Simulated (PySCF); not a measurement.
## La²²⁺: ionisation energy

La²²⁺ [Ar] 3d10 4s2 4p5 [4p1/2^2 4p3/2^3, M_J = 3/2] → La²³⁺ [Ar] 3d10 4s2 4p4 [4p1/2^2 4p3/2^2, M_J = 2], as a difference of total energies. Computed with PySCF 2.14 in an even-tempered Gaussian basis (18 s from 1.5 bohr⁻², ratio 2.8; 14 p from 2 bohr⁻², ratio 2.8; 9 d from 3.5 bohr⁻², ratio 2.8; 4 f from 12 bohr⁻², ratio 3), with the two-component X2C-1e Hamiltonian. Correlated levels: [Ne] frozen; the 92 highest virtual spinors dropped. "Screened" scales the spin-orbit matrix elements by Boettger's factors to mimic the two-electron term; Breit and QED terms are absent.

| method | ionisation energy (eV) |
| --- | --- |
| GHF (screened spin-orbit) | 728.99 |
| GMP2 (screened spin-orbit) | 730.27 |

How much does correlation contribute at GMP2 (screened spin-orbit)?

730.27 − (728.99) = 1.28 eV, measured against GHF (screened spin-orbit).

Breit and QED terms and the two-electron picture change are absent.

The labels give the starting determinants; with spin-orbit coupling the two ends relaxed to ⟨J²⟩ = 3.75, ⟨L²⟩ = 2.02, ⟨S²⟩ = 0.77 and ⟨J²⟩ = 6.01, ⟨L²⟩ = 3.04, ⟨S²⟩ = 1.51.

For comparison: 731 ± 4 eV (theoretical estimate listed by NIST; NIST Atomic Spectra Database, ionization energies).
